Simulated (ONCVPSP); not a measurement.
**gallium (Ga): excitation energies, all-electron against ONCV**

ONCVPSP 4.0.1 input, shortened (lines: element, Z, core and valence counts, functional; n l f; lmax; l rc ep ncon nbas qcut; lloc lpopt rc5 dvloc0; l nproj debl; icmod fcfact rcfact), PBEsol, fully relativistic:

```
  Ga 31.00    6    2  -116133      upf
    1    0    2.00
    2    0    2.00
    2    1    6.00
    3    0    2.00
    3    1    6.00
    3    2   10.00
    4    0    2.00
    4    1    1.00
    1
    0    1.55    0.00    3    6    4.70
    1    2.10    0.00    3    8    4.50
    4    2    1.50    0.00
    0    2    3.20
    1    2    1.70
    0    0.00    0.00
```

Open shells are filled in proportion to 2j + 1.

Energies are relative to the spin-unpolarised reference configuration 4s2 4p1; without spin polarisation the order of configurations can differ from experiment.

```
valence configuration  charge  ΔE all-electron (eV)  error AE − PS (meV)
              4s2 4p0      +1                 5.681                 -3.0
              4s1 4p0      +2                26.818                 +1.4
```

(1) What are ΔE and the potential's error for 4s1 4p2?

(2) What are ΔE and the potential's error for 4s2 4p0.5?

## Answers

(1) ΔE = 6.549 eV all-electron; the error (AE − PS) is +12 meV.

(2) ΔE = 2.028 eV all-electron; the error (AE − PS) is -0.5 meV.
